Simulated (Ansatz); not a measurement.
`BO[C](=C)[GeH3]`, relaxed with RKS PBE0-D4/def2-TZVP in the Gaussian-basis code of Ansatz from a PBE-D4/def2-SVP geometry. The force threshold is 0.005 eV/Å; the program also tests the step.

The species carries charge 0 and has multiplicity 1.

Start:

```xyz
12

B     0.976    1.604   -0.988
O    -0.287    1.244   -0.645
C    -0.642    0.088    0.032
C    -1.949   -0.096    0.303
Ge    0.724   -1.240    0.574
H     1.092    2.657   -1.581
H     1.923    0.889   -0.705
H    -2.697    0.652   -0.008
H    -2.290   -0.994    0.836
H     1.746   -0.624    1.562
H     1.475   -1.809   -0.656
H    -0.069   -2.371    1.276
```

**Question.** How much energy does the relaxation release, and in how many steps? (Best estimate.)

**Answer.** The calculation gave: 0.05 eV, in 7 steps, 1 of them rejected.

**Question.** Which bonds change most? (Estimate.)

**Answer.** The calculation gave: B1–H6 from 1.214 to 1.194 Å; C3–C4 from 1.347 to 1.327 Å; B1–H7 from 1.220 to 1.200 Å; C4–H8 from 1.102 to 1.085 Å.

**Question.** Give the relaxed structure. (Estimate.)

**Answer.** The calculation gave: 
```xyz
12

B     0.965    1.588   -0.978
O    -0.293    1.246   -0.637
C    -0.640    0.093    0.030
C    -1.926   -0.097    0.297
Ge    0.714   -1.224    0.569
H     1.099    2.623   -1.556
H     1.888    0.871   -0.704
H    -2.671    0.632   -0.002
H    -2.253   -0.986    0.819
H     1.732   -0.613    1.543
H     1.457   -1.792   -0.650
H    -0.072   -2.342    1.268
```
